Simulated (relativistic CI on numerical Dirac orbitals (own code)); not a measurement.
## Electric-dipole lines of Hf⁷⁰⁺

These numbers are calculated, not measured: Dirac-Coulomb-Breit CI, orbitals from a KLI potential per configuration, QED by a radiative potential, unscaled Slater integrals (own radial code, finite nucleus).

Configurations in the expansion: 1s2, 1s 2s, 1s 2p, 1s 3s, 1s 3p, 1s 3d, 1s 4s, 1s 4p, 1s 4d, 1s 4f, 1s 5s, 1s 5p, 1s 5d, 1s 5f, 1s 5g, 1s 6s, 1s 6p, 1s 6d, 2s2. Levels of other configurations are missing.

| λ vac (nm) | Lower | Upper | A (s⁻¹) | E lower (eV) | E upper (eV) |
| --- | --- | --- | --- | --- | --- |
| 0.02170 | 1s2 1S_0 [1] | 1s 2p 1P°_1 [7] | 2.03e+16 | 0.0 | 57130.1 |
| 0.02226 | 1s2 1S_0 [1] | 1s 2p 3P°_1 [3] | 1.08e+16 | 0.0 | 55690.0 |
| 0.08556 | 1s 2p 3P°_1 [3] | 1s 4d 3D_2 [23] | 5.28e+14 | 55690.0 | 70181.7 |
| 0.09428 | 1s 2p 3P°_2 [6] | 1s 4d 3D_3 [26] | 5.28e+14 | 57081.4 | 70232.4 |
| 0.09462 | 1s 2p 1P°_1 [7] | 1s 4d 1D_2 [29] | 4.72e+14 | 57130.1 | 70233.7 |
| 0.11095 | 1s 2s 3S_1 [2] | 1s 3p 3P°_2 [12] | 5.01e+14 | 55578.6 | 66753.3 |
| 0.11193 | 1s 2p 3P°_1 [3] | 1s 3d 3D_1 [14] | 5.21e+14 | 55690.0 | 66766.8 |
| 0.11197 | 1s 2p 3P°_1 [3] | 1s 3d 3D_2 [13] | 1.53e+15 | 55690.0 | 66763.0 |
| 0.11228 | 1s 2p 3P°_0 [5] | 1s 3d 3D_1 [14] | 1.02e+15 | 55724.8 | 66766.8 |
| 0.11522 | 1s 2s 3S_1 [2] | 1s 3p 3P°_1 [9] | 4.73e+14 | 55578.6 | 66339.1 |
| 0.12650 | 1s 2p 3P°_2 [6] | 1s 3d 3D_3 [16] | 1.63e+15 | 57081.4 | 66882.7 |
| 0.12709 | 1s 2p 1P°_1 [7] | 1s 3d 1D_2 [17] | 1.46e+15 | 57130.1 | 66885.5 |
| 0.12806 | 1s 2p 3P°_2 [6] | 1s 3d 3D_2 [13] | 2.43e+14 | 57081.4 | 66763.0 |
| 0.24611 | 1s 3p 3P°_2 [12] | 1s 5d 3D_3 [40] | 8.75e+13 | 66753.3 | 71791.1 |
| 0.24658 | 1s 3d 3D_2 [13] | 1s 5f 3F°_3 [41] | 1.14e+14 | 66763.0 | 71791.2 |
| 0.25194 | 1s 3d 3D_3 [16] | 1s 5f 3F°_4 [44] | 1.16e+14 | 66882.7 | 71803.8 |
| 0.25207 | 1s 3d 1D_2 [17] | 1s 5f 1F°_3 [47] | 1.10e+14 | 66885.5 | 71804.1 |
| 0.32052 | 1s 3s 3S_1 [8] | 1s 4p 3P°_2 [22] | 6.13e+13 | 66309.3 | 70177.6 |
| 0.32266 | 1s 3p 3P°_1 [9] | 1s 4d 3D_2 [23] | 1.44e+14 | 66339.1 | 70181.7 |
| 0.32329 | 1s 3p 3P°_0 [11] | 1s 4d 3D_1 [24] | 9.61e+13 | 66348.2 | 70183.3 |
| 0.35637 | 1s 3p 3P°_2 [12] | 1s 4d 3D_3 [26] | 1.77e+14 | 66753.3 | 70232.4 |
| 0.35734 | 1s 3d 3D_2 [13] | 1s 4f 3F°_3 [27] | 3.38e+14 | 66763.0 | 70232.7 |
| 0.35766 | 1s 3d 3D_1 [14] | 1s 4f 3F°_2 [28] | 3.04e+14 | 66766.8 | 70233.4 |
| 0.35773 | 1s 3p 1P°_1 [15] | 1s 4d 1D_2 [29] | 1.60e+14 | 66767.8 | 70233.7 |
| 0.36740 | 1s 3d 3D_3 [16] | 1s 4f 3F°_4 [30] | 3.49e+14 | 66882.7 | 70257.3 |
| 0.36765 | 1s 3d 1D_2 [17] | 1s 4f 1F°_3 [31] | 3.32e+14 | 66885.5 | 70257.8 |
| 0.70404 | 1s 4p 3P°_1 [19] | 1s 5d 3D_2 [37] | 2.73e+13 | 70004.0 | 71765.1 |
| 0.76843 | 1s 4p 3P°_2 [22] | 1s 5d 3D_3 [40] | 3.67e+13 | 70177.6 | 71791.1 |
| 0.77032 | 1s 4d 3D_2 [23] | 1s 5f 3F°_3 [41] | 6.20e+13 | 70181.7 | 71791.2 |
| 0.77090 | 1s 4d 3D_1 [24] | 1s 5f 3F°_2 [42] | 5.58e+13 | 70183.3 | 71791.6 |
| 0.77102 | 1s 4p 1P°_1 [25] | 1s 5d 1D_2 [43] | 3.32e+13 | 70183.7 | 71791.7 |
| 0.78900 | 1s 4d 3D_3 [26] | 1s 5f 3F°_4 [44] | 6.57e+13 | 70232.4 | 71803.8 |
| 0.78911 | 1s 4f 3F°_3 [27] | 1s 5g 3G_4 [45] | 1.06e+14 | 70232.7 | 71803.9 |
| 0.78937 | 1s 4f 3F°_2 [28] | 1s 5g 3G_3 [46] | 1.01e+14 | 70233.4 | 71804.1 |
| 0.78949 | 1s 4d 1D_2 [29] | 1s 5f 1F°_3 [47] | 6.26e+13 | 70233.7 | 71804.1 |
| 0.79781 | 1s 4f 3F°_4 [30] | 1s 5g 3G_5 [48] | 1.08e+14 | 70257.3 | 71811.3 |
| 0.79800 | 1s 4f 1F°_3 [31] | 1s 5g 1G_4 [49] | 1.05e+14 | 70257.8 | 71811.5 |
| 0.82500 | 1s 2s 3S_1 [2] | 1s 2p 3P°_2 [6] | 5.75e+12 | 55578.6 | 57081.4 |
| 1.3063 | 1s 5p 3P°_1 [33] | 1s 6d 3D_2 [55] | 7.71e+12 | 71674.7 | 72623.8 |
| 1.4155 | 1s 5p 3P°_2 [36] | 1s 6d 3D_3 [58] | 1.09e+13 | 71763.0 | 72638.9 |
| 1.4199 | 1s 5p 1P°_1 [39] | 1s 6d 1D_2 [59] | 9.92e+12 | 71766.1 | 72639.3 |
| 2.7925 | 1s 3s 3S_1 [8] | 1s 3p 3P°_2 [12] | 9.08e+11 | 66309.3 | 66753.3 |
| 6.6818 | 1s 4s 3S_1 [18] | 1s 4p 3P°_2 [22] | 2.24e+11 | 69992.0 | 70177.6 |
| 6.9794 | 1s 4p 3P°_1 [19] | 1s 4d 3D_2 [23] | 1.62e+11 | 70004.0 | 70181.7 |
| 13.158 | 1s 5s 3S_1 [32] | 1s 5p 3P°_2 [36] | 7.42e+10 | 71668.8 | 71763.0 |

Terms are leading LS components. Brackets give the number of a level in order of energy, since labels repeat. The list gives strong lines, with weight on those to low levels, without lines whose two gauges differ by over a factor of 2.5, among the lowest 59 of 60 levels, so that lines to higher ones, which can be the strongest, are missing. Levels whose partners in the same complex of configurations lie outside the list can be far off, and so can their lines. Rates are taken at the computed energies, electric ones in the length gauge.

At this charge energies of transitions that change n are usually good to better than 1 %, and those within a shell (Δn = 0) to a few per cent.

LS names give the leading component of a level, which can be under half, so a name can repeat, a term be missing and a line seem to break the LS rules.
